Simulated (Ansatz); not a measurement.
Reaction (redistribution): `CB[SiH2]Cl` + `CNCS[SiH3]` → `CBNC` + `[SiH3]SC[SiH2]Cl`

Program: Ansatz. Geometries: PBE0-D4/def2-TZVP. ΔE: electronic, gas phase. CBS: MP2 limit from def2 TZ/QZ plus the TZ coupled-cluster correction, frozen cores. Each species was taken in one conformer, which may not be the lowest.

```tsv
species	MP2/CBS(def2) energy (Eh)
`CB[SiH2]Cl`	-815.25467
`CNCS[SiH3]`	-822.97851
`CBNC`	-160.39015
`[SiH3]SC[SiH2]Cl`	-1477.93100
```

Work out ΔE.

ΔE = (-160.39015) + (-1477.93100) − (-815.25467) − (-822.97851) = -0.08797 Eh = -55.2 kcal/mol. CCSD(T)/CBS gives -53.0 kcal/mol.

Largest T1 diagnostic among the species: 0.011.

The D4 term adds −1.5 kcal/mol with B3LYP and −0.8 kcal/mol with PBE0; it sums over pairs of atoms, weighted by their polarisabilities, and B3LYP, whose exchange is more repulsive, gets the larger term. In def2-TZVPP, CCSD(T) changes the Hartree–Fock value by −1.9 kcal/mol (the triples alone add −0.2 kcal/mol) and MP2 by −4.2 kcal/mol.

B3LYP here is the variant with VWN-RPA as its local correlation; programs differ in this.
